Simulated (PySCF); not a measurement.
CH4ClFOSi2. Atoms are numbered in the order given.

```xyz
10

O      2.2918     0.3959     0.2534
C      1.1956    -0.0924     0.0187
Si     0.9787    -2.0362     0.0442
Si    -0.2997     1.0976    -0.2631
F     -0.8242     0.9491    -1.7931
Cl    -1.7888     0.4108     0.9916
H      2.1673    -2.6358    -0.6117
H      0.9135    -2.4495     1.4706
H     -0.2718    -2.4289    -0.6569
H      0.0049     2.5161     0.0046
```

Coordinates come from a TPSSh-D3(BJ)/def2-SVP optimisation. The structure was generated by enumeration; whether it is a known compound was not checked. The values are those of a single conformer.

Level of theory: SMD-PBE0/6-31G* run with PySCF.

Solvation free energies are E(SMD) − E(gas) at the gas-phase geometry, for 1 M in both phases. In vacuum the dipole moment is 0.41 D.

Computed solvation free energies in water, acetonitrile, ethanol:
```tsv
solvent	ΔG(solv) (kcal/mol)	its non-electrostatic (CDS) part	dipole (D)
water	1.0	4.9	0.57
acetonitrile	-3.0	-0.2	0.41
ethanol	-2.7	0.9	0.53
```
